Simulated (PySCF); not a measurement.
A run for PySCF: R-B3LYP/6-31G* on C2H6O (SMILES COC) with ghost functions, monomers drawn apart or pushed together.

```python
from pyscf import gto, scf, dft, mp
from pyscf.data.elements import chemcore

mol = gto.M(
    atom='''
    C    -0.43980576    1.36333790    4.15059960
    O    -0.71708274    0.04066075    3.73491104
    C     0.14085998   -0.90931143    4.33543546
    H     0.58388840    1.65716022    3.88746387
    H    -0.56945588    1.47200477    5.23414666
    H    -1.14224393    2.01885780    3.63882898
    H     1.19016924   -0.71549325    4.08064821
    H    -0.14351198   -1.88939046    3.95646714
    H     0.03660979   -0.90095829    5.42710773
    ghost-C    0.53634921    0.04168888   -0.21938464
    ghost-C    0.05303610    0.00578378    0.87660521
    ghost-H    0.96403451    0.07326800   -1.19150030
    ghost-H   -0.37419022   -0.02476966    1.85746947
    ''',
    basis='6-31g*',
    cart=True,
    charge=0, spin=0, verbose=3, max_memory=1800)
mf = dft.RKS(mol, xc='b3lyp')
mf.conv_tol = 1e-8
mf.max_cycle = 100
mf.kernel()
if not mf.converged:
    mf = mf.newton().run(mf.mo_coeff, mf.mo_occ)
```

Question: Predict the final total energy.

Answer: -155.0270 hartree.
